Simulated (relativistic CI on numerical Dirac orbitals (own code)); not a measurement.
## Tb VI: q coefficients and field-shift factors

Calculated at this level of theory: Dirac-Coulomb-Breit CI, orbitals from a KLI potential per configuration, valence Slater integrals scaled by 0.85, P86 correlation energy added to each configuration, derivatives by finite differences, QED left out (own radial code, finite nucleus).

CI space (outside the closed core [Kr] 4d10 5s2): 4f7.5p5, 4f5.5p6.6s. The list is cut by size and lacks configurations that can hold low levels.

With x = (α/α₀)² − 1 an excitation energy changes as ω = ω₀ + qx; K = 2q/ω₀ is the relative enhancement. Terms are leading LS components, so labels can repeat. The field-shift factor is F = δν/δ⟨r²⟩ for the transition from the lowest level.

Lowest level 4f7.5p5 9P_5.

```
        Level  ω₀ (cm⁻¹)  q (cm⁻¹)  F (GHz/fm²)
 4f7.5p5 9P_4     6272.3      2338       -0.234
 4f7.5p5 7P_3    13103.1      3658       -0.411
 4f7.5p5 7P_2    22022.2      1900        -0.14
 4f7.5p5 7D_5    35561.0     -4527        0.562
 4f7.5p5 7D_4    38010.3     -1870         0.46
 4f7.5p5 7S_3    38896.3       227        0.533
 4f7.5p5 7I_9    39539.7     -2158        0.699
 4f7.5p5 7I_8    39969.5     -1488        0.718
 4f7.5p5 7I_7    40402.5     -1330        0.702
 4f7.5p5 7I_6    40853.0     -1337        0.672
 4f7.5p5 7I_5    41324.9     -1417        0.636
 4f7.5p5 5P_3    41527.8      2446      0.00223
 4f7.5p5 7I_4    41823.8     -1569        0.598
4f7.5p5 7K_10    41914.8     -2188          0.7
 4f7.5p5 7I_3    42378.6     -1832        0.558
 4f7.5p5 7P_4    43399.2      4267        0.202
 4f7.5p5 7F_6    43562.8     -3182        0.753
 4f7.5p5 7H_2    43652.3     -2353        0.555
 4f7.5p5 7P_2    44388.0    -878.4        0.283
 4f7.5p5 7D_3    44635.5      7403       0.0559
 4f7.5p5 7H_3    45510.2    -808.1        0.506
 4f7.5p5 7K_9    45853.6    -244.3        0.606
 4f7.5p5 7H_4    46604.8    -266.2        0.515
```

At this charge configurations can still be misplaced by up to about 7 % of their energy. Levels and lines within the n = 5 or 6 shells can be off by up to 10 % or somewhat more, and those that change n by about 2 %, since core polarisation is missing.

Which transition from the lowest level has the largest |K|?

4f7.5p5 9P_4 at 6272.3 cm⁻¹, K = 0.745.
